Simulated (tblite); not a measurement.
Compound: C₄H₁₃NOSi.
SMILES with atom numbers: `[CH3:1][CH2:2][C@@H:3]([NH2:4])[CH2:5][SiH2:6][OH:7]` (hydrogens: H8, H9, H10 on C1; H11, H12 on C2; H13 on C3; H14, H15 on N4; H16, H17 on C5; H18, H19 on Si6; H20 on O7)

Computed with GFN2-xTB (tblite), gas phase: L-BFGS steps from a force-field or distance-geometry start until the largest atomic force falls under 0.01 eV/Å.

Step 40: E = -651.6167 eV
```
atom  x, y, z in Å  |  force x, y, z in eV/Å
C1     -2.1529    0.8899    1.0275    0.001   0.024  -0.006
C2     -0.8730    0.7841    0.1855   -0.044   0.017   0.033
C3     -0.4582   -0.6662   -0.0653   -0.067   0.009   0.003
N4     -1.5272   -1.3283   -0.8008   -0.024   0.003  -0.069
C5      0.8913   -0.7444   -0.7925   -0.017  -0.015   0.008
Si6     2.3823   -0.1230    0.1973    0.017   0.028   0.001
O7      2.6443    1.3826   -0.3652    0.020  -0.003  -0.009
H8     -2.5395   -0.0987    1.2641    0.054   0.029  -0.059
H9     -1.9655    1.4161    1.9612   -0.006  -0.021  -0.022
H10    -2.9303    1.4254    0.4886    0.010   0.003   0.023
H11    -1.0197    1.2684   -0.7834    0.008  -0.019   0.034
H12    -0.0493    1.2982    0.6824   -0.015  -0.012  -0.013
H13    -0.3786   -1.1871    0.8969    0.033   0.012   0.004
H14    -1.6213   -0.8972   -1.7166   -0.044   0.000   0.033
H15    -1.3034   -2.3064   -0.9514    0.003  -0.014   0.030
H16     0.8143   -0.1918   -1.7319    0.005   0.019   0.012
H17     1.0546   -1.7908   -1.0597    0.062  -0.030  -0.009
H18     2.1285   -0.0726    1.6395   -0.010  -0.030   0.007
H19     3.5487   -0.9777   -0.0478    0.031   0.022   0.005
H20     3.3497    1.9301   -0.0315   -0.017  -0.021  -0.006
```

Step 41: E = -651.6175 eV
```
atom  x, y, z in Å  |  force x, y, z in eV/Å
C1     -2.1515    0.8894    1.0266   -0.008   0.016  -0.006
C2     -0.8725    0.7852    0.1854   -0.016   0.007   0.017
C3     -0.4571   -0.6646   -0.0654   -0.061  -0.009  -0.013
N4     -1.5277   -1.3263   -0.7985   -0.034  -0.049  -0.041
C5      0.8913   -0.7452   -0.7946   -0.005  -0.007   0.022
Si6     2.3805   -0.1216    0.1967    0.031   0.002   0.024
O7      2.6443    1.3836   -0.3645    0.029   0.015  -0.005
H8     -2.5369   -0.0998    1.2591    0.040   0.000  -0.044
H9     -1.9665    1.4129    1.9615    0.004  -0.009  -0.004
H10    -2.9291    1.4239    0.4889   -0.009   0.024   0.007
H11    -1.0186    1.2691   -0.7833    0.004  -0.011   0.021
H12    -0.0489    1.2982    0.6820    0.001   0.006   0.000
H13    -0.3747   -1.1846    0.8975    0.021   0.012  -0.009
H14    -1.6283   -0.8968   -1.7136   -0.033   0.026   0.015
H15    -1.3044   -2.3047   -0.9506    0.002  -0.003   0.037
H16     0.8140   -0.1942   -1.7352    0.006   0.008   0.016
H17     1.0577   -1.7928   -1.0577    0.042  -0.009  -0.012
H18     2.1235   -0.0742    1.6403   -0.002  -0.027  -0.024
H19     3.5487   -0.9761   -0.0475    0.014   0.033   0.011
H20     3.3512    1.9292   -0.0302   -0.026  -0.026  -0.011
```

Step 42: E = -651.6182 eV
```
atom  x, y, z in Å  |  force x, y, z in eV/Å
C1     -2.1511    0.8895    1.0258   -0.014   0.011  -0.004
C2     -0.8729    0.7860    0.1857    0.016  -0.006  -0.007
C3     -0.4572   -0.6637   -0.0658   -0.032  -0.024  -0.019
N4     -1.5283   -1.3264   -0.7970   -0.046  -0.044  -0.025
C5      0.8917   -0.7459   -0.7960    0.001  -0.002   0.025
Si6     2.3802   -0.1207    0.1967    0.024  -0.018   0.024
O7      2.6447    1.3840   -0.3650    0.029   0.018   0.001
H8     -2.5349   -0.1001    1.2542    0.021  -0.026  -0.027
H9     -1.9675    1.4106    1.9614    0.011   0.000   0.019
H10    -2.9286    1.4243    0.4896   -0.024   0.038  -0.009
H11    -1.0182    1.2692   -0.7826   -0.001   0.003  -0.001
H12    -0.0490    1.2983    0.6814    0.012   0.016   0.011
H13    -0.3706   -1.1823    0.8979    0.003   0.007  -0.019
H14    -1.6370   -0.8949   -1.7104   -0.017   0.016   0.028
H15    -1.3039   -2.3042   -0.9502    0.002  -0.002   0.026
H16     0.8145   -0.1962   -1.7379    0.008  -0.003   0.027
H17     1.0609   -1.7946   -1.0564    0.022   0.020  -0.008
H18     2.1210   -0.0762    1.6409    0.003  -0.023  -0.041
H19     3.5498   -0.9746   -0.0468    0.006   0.039   0.013
H20     3.3514    1.9285   -0.0284   -0.025  -0.020  -0.013
```

Step 43: E = -651.6188 eV
```
atom  x, y, z in Å  |  force x, y, z in eV/Å
C1     -2.1511    0.8899    1.0251   -0.014   0.004  -0.004
C2     -0.8732    0.7865    0.1857    0.030  -0.012  -0.022
C3     -0.4580   -0.6634   -0.0670   -0.002  -0.026  -0.015
N4     -1.5299   -1.3273   -0.7961   -0.028  -0.047   0.014
C5      0.8922   -0.7462   -0.7968    0.001   0.000   0.022
Si6     2.3806   -0.1202    0.1973    0.004  -0.025   0.007
O7      2.6455    1.3838   -0.3660    0.019   0.012   0.005
H8     -2.5340   -0.1003    1.2501    0.007  -0.038  -0.017
H9     -1.9683    1.4086    1.9619    0.016   0.004   0.026
H10    -2.9287    1.4255    0.4902   -0.027   0.044  -0.016
H11    -1.0180    1.2696   -0.7822   -0.004   0.014  -0.016
H12    -0.0490    1.2985    0.6810    0.015   0.016   0.015
H13    -0.3670   -1.1801    0.8972   -0.016  -0.004  -0.019
H14    -1.6451   -0.8932   -1.7070   -0.009   0.010   0.013
H15    -1.3036   -2.3046   -0.9498   -0.003   0.011   0.013
H16     0.8157   -0.1978   -1.7397    0.010  -0.008   0.035
H17     1.0644   -1.7954   -1.0555    0.004   0.036  -0.005
H18     2.1199   -0.0787    1.6412    0.003  -0.017  -0.040
H19     3.5513   -0.9722   -0.0456    0.008   0.033   0.012
H20     3.3511    1.9276   -0.0270   -0.013  -0.007  -0.011
```

Q: Estimate the geometry and energy of step 44. (The exact step hangs on the optimiser's Hessian estimate; all steps are aligned on step 43, rigid shifts and turns removed.)

A: E = -651.6193 eV, largest force 0.041 eV/Å
```
atom  x, y, z in Å  |  force x, y, z in eV/Å
C1     -2.1515    0.8903    1.0243   -0.011  -0.001  -0.005
C2     -0.8730    0.7868    0.1853    0.024  -0.008  -0.024
C3     -0.4585   -0.6635   -0.0685    0.017  -0.016  -0.002
N4     -1.5318   -1.3289   -0.7946   -0.010  -0.016   0.029
C5      0.8928   -0.7463   -0.7972   -0.003   0.000   0.015
Si6     2.3811   -0.1201    0.1979   -0.012  -0.018  -0.015
O7      2.6463    1.3834   -0.3671    0.005  -0.001   0.010
H8     -2.5336   -0.1010    1.2463   -0.001  -0.032  -0.013
H9     -1.9688    1.4068    1.9627    0.015  -0.002   0.018
H10    -2.9290    1.4275    0.4903   -0.015   0.037  -0.010
H11    -1.0182    1.2702   -0.7822   -0.001   0.018  -0.023
H12    -0.0488    1.2989    0.6809    0.009   0.008   0.010
H13    -0.3638   -1.1782    0.8962   -0.030  -0.017  -0.010
H14    -1.6533   -0.8914   -1.7032   -0.003  -0.008   0.017
H15    -1.3031   -2.3052   -0.9496   -0.005   0.006  -0.003
H16     0.8174   -0.1994   -1.7410    0.011  -0.005   0.034
H17     1.0676   -1.7954   -1.0547   -0.008   0.035  -0.003
H18     2.1195   -0.0814    1.6410    0.001  -0.010  -0.027
H19     3.5530   -0.9695   -0.0442    0.016   0.022   0.009
H20     3.3505    1.9268   -0.0256    0.000   0.007  -0.007
```

The energy changes by -0.0005 eV. The first-order estimate −F·Δx gives -0.0007 eV and the mean of the old and new forces, exact on a quadratic surface, -0.0005 eV. The step makes an angle of 70° with the force vector and moves no atom by more than 0.009 Å.

What follows is the cost of the whole relaxation. Time: 1.5 s of wall time. Hardware: Arm Neoverse N1, one thread (shared host).
